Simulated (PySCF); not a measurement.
Input for PySCF: R-HF/3-21G on C2H3N (SMILES CC#N).

```python
from pyscf import gto, scf, dft, mp
from pyscf.data.elements import chemcore

mol = gto.M(
    atom='''
    C    -1.41350472   -0.09924925    3.81062733
    C     0.03146853   -0.01888853    3.67730462
    N     1.17310230    0.04481519    3.55924557
    H    -1.85139150    0.89642844    3.73988533
    H    -1.82423017   -0.72031175    3.01437857
    H    -1.68006639   -0.53553387    4.77329834
    ''',
    basis='3-21g',
    charge=0, spin=0, verbose=3, max_memory=1800)
mf = scf.RHF(mol)
mf.conv_tol = 1e-8
mf.max_cycle = 100
mf.kernel()
if not mf.converged:
    mf = mf.newton().run(mf.mo_coeff, mf.mo_occ)
```

Question: Give the final energy of this run.

Answer: -131.1914 hartree.
